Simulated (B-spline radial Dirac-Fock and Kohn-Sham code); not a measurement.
**X-ray form factors of samarium in several charge states**

These are calculated numbers from a radial finite-basis atomic code; the model is configuration-average Dirac-Fock orbitals.

Configurations: Sm³⁶⁺ [Ar] 3d8; Sm³⁷⁺ [Ar] 3d7; Sm³⁸⁺ [Ar] 3d6. The first column is f₀ of Sm³⁶⁺, the others are differences from it.

```
s (Å⁻¹)   Sm³⁶⁺  Δ Sm³⁷⁺  Δ Sm³⁸⁺
      0  26.000   -1.000   -2.000
   0.05  25.980   -0.999   -1.997
    0.1  25.921   -0.995   -1.990
   0.15  25.823   -0.988   -1.977
    0.2  25.687   -0.979   -1.959
   0.25  25.512   -0.968   -1.936
    0.3  25.302   -0.954   -1.909
   0.35  25.056   -0.937   -1.877
    0.4  24.777   -0.919   -1.841
   0.45  24.466   -0.899   -1.801
    0.5  24.124   -0.876   -1.757
    0.6  23.358   -0.827   -1.660
    0.7  22.498   -0.772   -1.552
    0.8  21.560   -0.714   -1.436
    0.9  20.564   -0.653   -1.316
      1  19.531   -0.590   -1.193
    1.1  18.476   -0.529   -1.070
    1.2  17.420   -0.468   -0.950
    1.4  15.357   -0.355   -0.725
    1.6  13.443   -0.257   -0.529
```
